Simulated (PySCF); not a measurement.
# How the method changes the shape and vibrations of AlB2H2O

These are calculations, not measurements. The program is PySCF 2.14.0, an open-source quantum chemistry code, run on an isolated molecule that a program drew, which may never have been made. The molecule is AlB2H2O (charge 0, doublet), drawn as the SMILES string `O=B[BH][AlH]`.

The geometry was optimised and harmonic frequencies were computed with HF and MP2, all in the cc-pV(D+d)Z basis, for the commonest isotopes, with a restricted reference for singlets and an unrestricted one otherwise, and a frozen core in MP2. Each result is a local minimum of its method.

Geometry at the HF minimum:
```xyz
6
AlB2H2O, angstrom
O     1.1841    0.6870   -0.4985
B     0.6164    0.4677    0.5289
B    -0.2490    0.1796    1.9310
Al   -2.2381    0.4112    1.9358
H     0.2808   -0.1678    2.9484
H    -3.7969    0.5912    1.9669
```

Lengths of the bonds as drawn, in Å (atoms numbered as above):
```
bond,HF,MP2
O1-B2,1.194,1.227
B2-B3,1.673,1.664
B3-Al4,2.003,2.005
B3-H5,1.198,1.206
Al4-H6,1.569,1.576
```

Rotational constants, in GHz:
| constant | HF | MP2 |
|---|---|---|
| A | 26.76 | 24.69 |
| B | 2.403 | 2.451 |
| C | 2.205 | 2.23 |

Harmonic frequencies in cm^-1, each column in rising order, so a row needn't be the same motion in every method:
| rank | HF | MP2 |
|---|---|---|
| 1 | 103 | 84 |
| 2 | 224 | 330 |
| 3 | 376 | 352 |
| 4 | 394 | 358 |
| 5 | 483 | 459 |
| 6 | 556 | 514 |
| 7 | 643 | 629 |
| 8 | 815 | 777 |
| 9 | 960 | 906 |
| 10 | 2045 | ? |
| 11 | 2095 | 1995 |
| 12 | 2713 | 2672 |

**Estimate the missing MP2 frequency from the HF column.**

A single factor s that minimises the squared misfit of MP2 against s times HF over the other rows is sum(HF x MP2) / sum(HF^2) = 0.9694, with an rms misfit of 41 cm^-1. For rank 10 it gives 0.9694 x 2045 = 1982 cm^-1. The calculation gives 1913 cm^-1, 69 cm^-1 below the estimate. The drawn bonds are on average 0.7 % longer in MP2 than in HF.
